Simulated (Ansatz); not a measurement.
Species, as SMILES: [Cl][Ga] (Cl-Ga) (closed-shell singlet).
Atoms: Ga1, Cl2. Bonds: Ga1-Cl2.

How fast the optimised Ga1-Cl2 bond length converges with the basis for several methods (Ansatz, a first-principles code): deviation from each method's own reference, in Å. References: B3LYP 2.2389 Å, the value in pcseg-4; HF 2.2270 Å, the value in pcseg-4; MP2 2.2257 Å, the value in aug-cc-pV(Q+d)Z; PBE 2.2344 Å, the value in pcseg-4. Cartesian d functions, on some or all atoms, in 6-31G*; all else is spherical. In correlated methods cores are frozen (with 3d on Ga to Br). No added dispersion term, no relativity. The reference of a correlated method is not its basis-set limit, which lies further on.

```json
[
 {"basis": "def2-SVP", "functions": "50", "B3LYP": "-0.0057", "HF": "?", "MP2": "-0.0180", "PBE": "-0.0004"},
 {"basis": "6-31G*", "functions": "54", "B3LYP": "0.0191", "HF": "?", "MP2": "-0.0061", "PBE": "0.0206"},
 {"basis": "aug-cc-pV(D+d)Z", "functions": "68", "B3LYP": "0.0274", "HF": "?", "MP2": "0.0374", "PBE": "0.0282"},
 {"basis": "def2-TZVPP", "functions": "90", "B3LYP": "0.0003", "HF": "?", "MP2": "-0.0028", "PBE": "0.0007"},
 {"basis": "def2-TZVPPD", "functions": "105", "B3LYP": "0.0026", "HF": "?", "MP2": "0.0018", "PBE": "0.0028"},
 {"basis": "aug-cc-pV(T+d)Z", "functions": "114", "B3LYP": "0.0042", "HF": "?", "MP2": "0.0076", "PBE": "0.0040"},
 {"basis": "def2-QZVPP", "functions": "159", "B3LYP": "-0.0008", "HF": "?", "MP2": "-0.0036", "PBE": "-0.0008"},
 {"basis": "cc-pV(5+d)Z", "functions": "204", "B3LYP": "-0.0006", "HF": "?", "MP2": "-0.0033", "PBE": "-0.0010"}
]
```

Question: Complete the blanks.

Answer: 
- def2-SVP, HF: 0.0006
- 6-31G*, HF: 0.0189
- aug-cc-pV(D+d)Z, HF: 0.0302
- def2-TZVPP, HF: 0.0020
- def2-TZVPPD, HF: 0.0038
- aug-cc-pV(T+d)Z, HF: 0.0063
- def2-QZVPP, HF: 0.0002
- cc-pV(5+d)Z, HF: 0.0004

Mean absolute deviation over def2-TZVPP, def2-TZVPPD, aug-cc-pV(T+d)Z: B3LYP 0.0024, PBE 0.0025, HF 0.0041, MP2 0.0041 Å.
